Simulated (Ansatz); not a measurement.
sulfuric acid (H2O4S), SMILES O=S(=O)(O)O.

The structure is a stationary point at TPSSh-D3(BJ)/def2-SVP. Other conformers were not sampled.

Two levels are set side by side: PBE/def2-SVPD (Ansatz, a first-principles code) and CAM-B3LYP/def2-SVPD (Ansatz). Energy differences of separate SCF runs at the same geometry; the states with an electron removed or added have multiplicity 2 and 2. Differences are taken from unrounded values.

```tsv
quantity	CAM-B3LYP
vertical ionisation energy (eV)	12.51
vertical singlet–triplet gap (eV)	7.73
```

**Question.** What does PBE give, and how far is it from CAM-B3LYP? (The exact figures need the calculation; the answer reports its results.)

**Answer.** 
| quantity | PBE | PBE minus CAM-B3LYP |
|---|---|---|
| vertical ionisation energy (eV) | 11.67 | -0.84 |
| vertical singlet–triplet gap (eV) | 6.64 | -1.09 |
